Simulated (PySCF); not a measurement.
Stepwise substitution at one centre (Al Br-SiH3). All species are isolated molecules in the gas phase. Strings in code marks are SMILES.

The S1 excitation (TDA) from two functionals at the same geometries (B3LYP-D3(BJ)/def2-TZVP), both in PySCF: PBE-D3(BJ)/def2-TZVP and M06-2X/def2-TZVP. Excitations are Tamm–Dancoff values on a coarser integration grid. The basis has no diffuse functions, so Rydberg states are missing or too high.

```json
[
 {"species": "0 of 3 Br replaced by SiH3 (`[Br][Al]([Br])[Br]`)", "M06-2X/def2-TZVP (eV)": "5.94"},
 {"species": "1 of 3 Br replaced by SiH3 (`[SiH3][Al]([Br])[Br]`)", "M06-2X/def2-TZVP (eV)": "4.97"},
 {"species": "2 of 3 Br replaced by SiH3", "M06-2X/def2-TZVP (eV)": "3.62"},
 {"species": "3 of 3 Br replaced by SiH3 (`[SiH3][Al]([SiH3])[SiH3]`)", "M06-2X/def2-TZVP (eV)": "3.34"}
]
```

What does PBE-D3(BJ)/def2-TZVP give for each?


- 0 of 3 Br replaced by SiH3 (`[Br][Al]([Br])[Br]`): 5.04
- 1 of 3 Br replaced by SiH3 (`[SiH3][Al]([Br])[Br]`): 4.51
- 2 of 3 Br replaced by SiH3: 3.35
- 3 of 3 Br replaced by SiH3 (`[SiH3][Al]([SiH3])[SiH3]`): 3.12
Over these rows, drawn at random from the members with no instability flagged (it was tested for open shells, ions and some series alone), PBE minus M06-2X: mean -0.46 eV, from -0.89 eV to -0.22 eV.
